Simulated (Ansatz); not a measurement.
## Changing the shape of CuO, doublet

Calculated in Ansatz's Gaussian-basis code. Basis def2-SVP, nonrelativistic, 10 orbitals frozen in the corrections; active space CAS(17,10). Restricted Hartree–Fock, then the lowest state-specific CASSCF solution met for each case. The basis is small, far from the limit. On stretched bonds single-reference methods can fail or change state. Unlike active orbitals can shift such differences by tenths of an eV, at times by over 1 eV.

Case A: bond length 2.5860 Å. A bond is stretched, to 1.31 times the sum of the covalent radii.

Case B: bond length 3.4480 Å. A bond is stretched, to 1.74 times the sum of the covalent radii.

Case C: bond length 5.1720 Å. A bond is stretched, to 2.61 times the sum of the covalent radii.

Energy less that of case A, in eV:

| case | RHF/ROHF | CASSCF |
| --- | --- | --- |
| B | +1.903 | +0.307 |
| C | +2.425 | +0.349 |

(1) What does SC-NEVPT2 give for these differences?

(2) Which case is lowest, and do the methods agree?

## Answers

(1) B: +0.684 eV (15.8 kcal/mol); C: +0.746 eV (17.2 kcal/mol).

(2) A is lowest in SC-NEVPT2. Of the methods shown, RHF/ROHF, CASSCF agree.
